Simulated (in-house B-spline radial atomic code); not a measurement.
Configurations of Se, with energies counted from [Ar] 3d10 4s2 (4p1/2)2 (4p3/2)2. Level of theory: Dirac-Hartree-Fock, average of each configuration as written, Fermi nucleus of rms radius 4.14 fm; calculated with an all-electron radial atomic-structure program (B-spline basis). Energies include first-order Breit, QED and recoil terms.

Occupations are held fixed; configurations that lie above the ionisation limit could autoionise.

```tsv
configuration	E - E(ref) (eV)	highest orbital	its <r> (bohr)
[Ar] 3d10 4s2 (4p3/2)4	1.0569	4p3/2	2.318
[Ar] 3d10 4s2 (4p1/2)1 (4p3/2)2 (4d3/2)1	8.2885	4d3/2	9.281
[Ar] 3d10 4s2 (4p1/2)2 (4p3/2)1 (6d3/2)1	9.3096	6d3/2	31.45
[Ar] 3d10 4s2 (4p1/2)1 (4p3/2)2 (6f5/2)1	9.521	6f5/2	47.96
[Ar] 3d10 4s2 (4p1/2)1 (4p3/2)2 (7g7/2)1	9.6215	7g7/2	63.5
```

(1) Order these further configurations by energy, lowest first.
A. [Ne] 3s2 (3p1/2)2 (3p3/2)3 3d10 4s2 (4p3/2)4 7s1
B. [Ar] 3d10 4s1 (4p1/2)1 (4p3/2)3 (8d5/2)1
C. [Ar] 3d10 4s1 (4p1/2)1 (4p3/2)3 (7d3/2)1
D. [Ar] 3d10 4s2 (4p1/2)1 (4p3/2)3
E. [Ne] 3s2 (3p1/2)1 (3p3/2)4 3d10 4s2 (4p1/2)2 (4p3/2)2 8s1

(2) How far above the reference does [Ar] 3d10 4s1 (4p1/2)2 (4p3/2)2 (6g9/2)1 lie?

Results:

(1) D (0.15804 eV), C (22.139 eV), B (22.245 eV), A (173.23 eV), E (178.04 eV).

(2) 21.956 eV; its least bound orbital is 6g9/2 with <r> = 44 bohr.
